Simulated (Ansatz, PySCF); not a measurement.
This PySCF input computes a B3LYP/def2-TZVPD energy:

```python
from pyscf import gto, scf, dft

mol = gto.M(
    atom='''
    S    -1.27126078   -0.27002223   -0.00852405
    S     0.62485943   -0.25329308    0.00830410
    O     1.29280268    1.04663060    0.00043989
    ''',
    basis='def2-tzvpd',
    charge=0,
    spin=0,
    verbose=4,
)

mf = dft.RKS(mol, xc='b3lyp').density_fit(auxbasis='def2-universal-jkfit')
mf.grids.level = 3
mf.conv_tol = 1e-9
mf.max_cycle = 100
mf.max_memory = 1500
mf.kernel()
if not mf.converged:
    mf = mf.newton()
    mf.kernel(mf.make_rdm1())
mf.analyze()
```

Q: Write an input for the same energy in Ansatz (an electronic-structure program) and say what it gives.

A: 
Ansatz 0.2 input:
```yaml
crystal:
  periodic: [false, false, false]
  atoms:
    - {symbol: S, position_ang: [-1.27126078, -0.27002223, -0.00852405]}
    - {symbol: S, position_ang: [0.62485943, -0.25329308, 0.00830410]}
    - {symbol: O, position_ang: [1.29280268, 1.04663060, 0.00043989]}
basis:
  gaussian:
    orbitals: def2-TZVPD
hamiltonian:
  xc: {name: B3LYP}
output: {forces: true}
```
It gives -871.68143 Eh, and PySCF -871.68143 Eh, a difference of 0.00 mEh.
